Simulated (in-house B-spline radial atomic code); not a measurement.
A fraction x of an electron is moved 3d → 4f in neutral nickel, starting from [Ar] 3d8 4s2 and keeping the highest spin. Method: non-relativistic TPSS, spin-polarised, spherical fractional occupations, point nucleus. Calculated with an all-electron radial atomic-structure program (B-spline basis).

```
    x  E(x) - E(0) (eV)  3d down level (eV)  4f up level (eV)
    0            0.0000              -8.022                 -
  0.5            5.4571             -14.233            -0.308
0.625                 ?                   ?                 ?
 0.75                 ?                   ?                 ?
0.875           11.5512             -19.042            -0.432
    1           13.9763             -20.653            -0.464
```

(1) What belongs in the row x = 0.625?

(2) What belongs in the row x = 0.75?

## Answers

(1) An energy change of 7.2932 eV; 3d down at -15.817 eV, 4f up at -0.352 eV.

(2) An energy change of 9.3245 eV; 3d down at -17.419 eV, 4f up at -0.392 eV.
